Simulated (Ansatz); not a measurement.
`B[SiH](C)CF` at its PBE0-D4/def2-TZVP geometry, where that method's forces vanish. Charge 0, multiplicity 1.

```csv
atom,x (Å),y (Å),z (Å)
B1,-1.0141,-1.3786,-1.1333
Si2,-0.3887,0.2458,-0.1275
C3,1.1494,1.0648,-0.8153
C4,-0.1349,-0.1494,1.7149
F5,0.8824,-1.0988,1.8505
H6,-0.7665,-1.5475,-2.2923
H7,-1.7060,-2.1977,-0.6009
H8,-1.5473,1.1984,-0.1808
H9,1.0274,1.2928,-1.8764
H10,2.0113,0.4018,-0.7092
H11,1.3720,1.9954,-0.2883
H12,-1.0427,-0.5616,2.1671
H13,0.1576,0.7346,2.2916
```

Question: For each bond, give half the difference of the two atoms' forces along it (eV/Å; positive pushes the atoms apart) under PBE-D4, r2SCAN-D4, B3LYP-D4, ωB97M-V in def2-TZVPP. (Estimate.)

Answer: Ansatz gave: 
```csv
bond,length (Å),PBE-D4,r2SCAN-D4,B3LYP-D4,ωB97M-V
B1–Si2,2.010,-0.15,-0.03,0.04,0.07
B1–H6,1.197,0.09,-0.02,-0.10,-0.12
B1–H7,1.197,0.09,-0.02,-0.10,-0.11
Si2–C3,1.873,0.02,0.01,0.10,0.05
Si2–C4,1.901,-0.03,-0.04,0.01,-0.04
Si2–H8,1.501,0.12,0.01,-0.11,-0.14
C3–H9,1.092,0.10,-0.01,-0.04,-0.04
C3–H10,1.093,0.11,-0.01,-0.05,-0.04
C3–H11,1.092,0.10,-0.01,-0.04,-0.04
C4–F5,1.398,0.50,0.38,0.44,0.32
C4–H12,1.095,0.07,-0.06,-0.12,-0.10
C4–H13,1.095,0.08,-0.06,-0.13,-0.11
```

B3LYP here is the variant with VWN-RPA as its local correlation; programs differ in this.
